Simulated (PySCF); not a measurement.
SMILES [F][Ti]([F])[F], doublet (PBE0/def2-SVP optimised geometry):

```
4

Ti    -0.438     0.000     0.000
F     -1.315     1.519     0.000
F      1.316     0.000     0.000
F     -1.316    -1.519    -0.001
```

Method: unrestricted PBE0/def2-TZVP (PySCF 2.14.0).

Problem. What are the frontier orbital energies (α orbitals alone; a β orbital can be the lowest empty one) and the dipole moment?

Solution. HOMO-2 -12.14 eV, HOMO-1 -11.94 eV, HOMO -7.16 eV, LUMO -2.44 eV, LUMO+1 -2.44 eV; dipole moment 0.00 D.

On the same geometry unrestricted PBE/def2-TZVP run with PySCF 2.14.0 gives HOMO-2 -10.22 eV, HOMO-1 -10.02 eV, HOMO -5.22 eV, LUMO -3.84 eV, LUMO+1 -3.84 eV; dipole moment 0.00 D.

Meta-Löwdin charges at PBE0/def2-TZVP: Ti1 1.47, F2 -0.49, F3 -0.49, F4 -0.49.
